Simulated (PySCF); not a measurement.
## TDDFT excited states: C5H4O2S

C5H4O2S.
Numbering: `[O:1]=[C:2]([OH:3])[c:4]1[cH:5][cH:6][s:7][cH:8]1` (hydrogens: H9 on O3; H10 on C5; H11 on C6; H12 on C8)

Method: TDDFT CAM-B3LYP/def2-SVPD, vertical, gas phase, core orbitals frozen in the response in PySCF. Isolated species at its GFN2-xTB geometry (one conformer only). Torsions of this conformer, `[O:1]=[C:2]([OH:3])[c:4]1[cH:5][cH:6][s:7][cH:8]1`: O1–C2–C4–C5 0°, H–O3–C2–O1 0°.

```json
{"state": "S1", "λ (nm)": "232.4", "E (eV)": "5.33", "f": "0.0001", "|μ| (D)": "0.07", "symmetry": "–", "main configurations (H = HOMO, L = LUMO)": "H-2→L (81%), H-2→L+1 (13%)"}
{"state": "S2", "λ (nm)": "229.6", "E (eV)": "5.40", "f": "0.025", "|μ| (D)": "1.11", "symmetry": "A′", "main configurations (H = HOMO, L = LUMO)": "H→L (80%), H-1→L (14%)"}
{"state": "S3", "λ (nm)": "219.1", "E (eV)": "5.66", "f": "0.210", "|μ| (D)": "3.13", "symmetry": "A′", "main configurations (H = HOMO, L = LUMO)": "H-1→L (73%), H→L (14%), H→L+1 (9%)"}
{"state": "S4", "λ (nm)": "191.1", "E (eV)": "6.49", "f": "0.0019", "|μ| (D)": "0.28", "symmetry": "–", "main configurations (H = HOMO, L = LUMO)": "H-1→L+3 (26%), H→L+3 (24%), H-1→L+2 (16%)"}
{"state": "S5", "λ (nm)": "188.5", "E (eV)": "6.58", "f": "0.0019", "|μ| (D)": "0.28", "symmetry": "–", "main configurations (H = HOMO, L = LUMO)": "H→L+3 (25%), H-1→L+3 (21%), H→L+2 (20%)"}
{"state": "S6", "λ (nm)": "186.4", "E (eV)": "6.65", "f": "0.332", "|μ| (D)": "3.63", "symmetry": "A′", "main configurations (H = HOMO, L = LUMO)": "H→L+1 (60%), H-1→L+1 (26%)"}
{"state": "S7", "λ (nm)": "176.7", "E (eV)": "7.02", "f": "0.198", "|μ| (D)": "2.73", "symmetry": "A′", "main configurations (H = HOMO, L = LUMO)": "H-1→L+1 (66%), H→L+1 (25%)"}
{"state": "S8", "λ (nm)": "176.1", "E (eV)": "7.04", "f": "0.0011", "|μ| (D)": "0.21", "symmetry": "–", "main configurations (H = HOMO, L = LUMO)": "H→L+2 (33%), H→L+3 (32%), H→L+5 (18%)"}
```

Triplets, Tamm–Dancoff:

| state | E (eV) | λ (nm) | main configurations (H = HOMO, L = LUMO) |
| --- | --- | --- | --- |
| T1 | 3.67 | 337.4 | H→L (82%), H→L+1 (8%) |
| T2 | 4.40 | 281.7 | H-1→L (82%), H→L+1 (9%) |
| T3 | 4.90 | 252.9 | H-2→L (78%), H-2→L+1 (14%) |

The lowest singlet lies at 5.33 eV (232 nm, ultraviolet) and is dark (f under 0.0005); its leading configuration is HOMO-2→LUMO (81%). The most intense listed level is S6 at 6.65 eV (186 nm, f = 0.332), 1.32 eV above S1. Löwdin shares by element: HOMO carbon 84% or more (atoms not listed hold the other 16%); LUMO carbon 53% or more, sulfur 18% (atoms not listed hold the other 29%). Of the 8 states listed, 4 reach f = 0.01 and 1 stays under 0.0005. The listed states span 1.70 eV, and the widest gap between neighbours is 0.83 eV (S3 to S4). Orbital energies (eV): HOMO-3 -11.00, HOMO-2 -9.81, HOMO-1 -8.97, HOMO -8.69, LUMO -0.36, LUMO+1 0.95, LUMO+2 0.96. No computed singlet lies in the visible range (380 to 750 nm); the lowest, at 232 nm, stands 2.07 eV above its violet end (3.26 eV). Symmetry labels in Cs follow from the direction of the transition dipole and are given only for states with f of 0.002 or more. Singlets were solved by full linear response, triplets in the Tamm–Dancoff approximation.
